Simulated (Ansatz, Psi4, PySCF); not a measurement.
CCl3 (SMILES Cl[C](Cl)Cl), doublet, geometry from GFN2-xTB. Base run: REVPBE/def2-SVP in PySCF.

The PySCF input:
```python
from pyscf import gto, scf, dft

mol = gto.M(
    atom='''
Cl   -1.09131768   -1.27170277    0.02712071
C     0.00539435    0.01040993    0.30391846
Cl    1.64601907   -0.31080857   -0.05437815
Cl   -0.55660528    1.57883724   -0.08000789
''',
    basis='def2-svp',
    spin=1,
    verbose=3,
)

mf = dft.UKS(mol)
mf.xc = 'revpbe'
mf.kernel()
```

The same geometry, method and basis name were run in Ansatz (a first-principles code) and Psi4 and PySCF, at each program's defaults and at the settings that a row names. The base is PySCF at its defaults. Differences at the defaults can come from grids, fitting, cores and function types together.

```tsv
code and settings	ΔE vs base (mEh)	basis functions	E (Eh)	SCF cycles	dipole (D)
PySCF, defaults (exact integrals, its default grid, spherical functions)	0.000	68	-1417.91206	10	0.31
Psi4, defaults (density fitting with its default set, its default grid, spherical functions)	-0.087	68	-1417.91215	8	0.31
Ansatz, defaults (factorised integrals, its default grid, spherical functions)	-0.004	68	-1417.91207	-	-
PySCF, density fitting with def2-universal-jkfit	-0.081	68	-1417.91214	10	0.31
PySCF, fine grid	0.000	68	-1417.91206	10	0.31
Psi4, exact integrals, spherical functions, fine grid	0.000	68	-1417.91206	11	0.31
Ansatz, high accuracy	0.000	68	-1417.91206	-	-
```

Open shells are given as the SCF converged; they aren't shown to be the lowest states, and a large step between rows can be another state.
